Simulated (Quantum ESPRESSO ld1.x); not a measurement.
Problem. The mean radii <r> (bohr) of the occupied orbitals of an atom or ion are listed with their occupations. Method: scalar-relativistic Kohn-Sham, LDA (Slater exchange, VWN5 correlation), spin-polarised, spherical densities, point nucleus; computed with ld1.x of Quantum ESPRESSO 7.5.

orbital  occ.      <r>
1s up       1  0.02725
1s down     1  0.02725
2s up       1   0.1173
2s down     1   0.1173
2p up       3   0.1025
2p down     3   0.1025
3s up       1   0.3146
3s down     1   0.3146
3p up       3   0.3125
3p down     3   0.3125
3d up       5   0.2888
3d down     5   0.2888
4s up       1   0.7401
4s down     1   0.7399
4p up       3   0.7924
4p down     3   0.7919
4d up       5   0.9227
4d down     5   0.9197
5s up       1    1.916
5s down     1    1.914
5p up       3    2.307
5p down     1    2.331

Name the element and its charge. Open shells, if any, are filled with parallel spins first.

Solution. Z = 53, iodine, charge +1: I+ in [Kr] 4d10 5s2 5p4. The 1s radius gives Z: for a bare nucleus <r> = (2 gamma + 1)/(2Z) with gamma = sqrt(1 - (Z/c)^2), 0.02683 bohr for Z = 53, and screening makes it slightly larger (0.02725 here). The occupations add up to 52, and the charge is Z minus that.
